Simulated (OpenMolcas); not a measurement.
An OpenMolcas run meant for Lu (ANO-RCC-VQZP, DKH2; inactive shells 1s 2s 2p 3s 3p 3d 4s 4p 4d 4f 5s 5p; intended active space 3 electrons in 6 orbitals (5d 6s)). One step of its input:

```
&CASPT2
Multistate=10 1 2 3 4 5 6 7 8 9 10
Frozen=14 16
IPEA=-0.5
Imaginary=0.1
MaxIter=60
WThr=0.0 0.3 0.05
PrWF=0.5
NoMix
```

The run finished. Its levels beside those of a sound run (SS-CASPT2, IPEA 0.25 Eh, imaginary shift 0.1 Eh (closed shells correlated: 5s 5p)), in cm⁻¹ above each run's lowest level:

```
               Level  This run  Usual run
       5d 6s² ²D_3/2       0.0        0.0
       5d 6s² ²D_5/2      1819       1819
       5d² 6s ⁴F_3/2     15369      16995
       5d² 6s ⁴F_5/2     15978      17615
       5d² 6s ⁴F_7/2     16862      18522
       5d² 6s ⁴F_9/2     17904      19571
       5d² 6s ⁴P_1/2     24195      22665
5d² 6s ⁴P_3/2 [70 %]     24793      22984
       5d² 6s ²G_9/2     24453      26711
       5d² 6s ²P_1/2     29894      27347
       5d² 6s ²P_3/2     30911      28474
```

Problem. Which setting is unsound, and how much does it matter here?

Solution. The IPEA shift is negative. Against the sound run the excited levels shown move by 1700 cm-1 on average and by 2500 cm-1 at most.

Term energies are means over components that CASPT2 splits; among the terms shown or strongly mixed into the levels shown the widest spread is 2300 cm-1 (5d² 6s ²G, this run). Over all roots computed the reference weight is 0.86 to 0.93 in the sound run, 0.67 to 0.88 in this run; the roots of lowest weight are the least certain, and an intruder state may touch them. Some high roots are left out of the spin-orbit mixing, which shifts the levels that they would mix with. A single d shell beside an s shell can misplace configurations of different d count against each other. The CASPT2 spread within a term exceeds the gap to the next term for 5d² 6s ²G and 5d² 6s ⁴P, so the order of their levels is uncertain (holds for this run). Only configurations of the active space appear.

A share in square brackets marks a mixed level and gives the weight of the term that names it, the lowest over the columns.
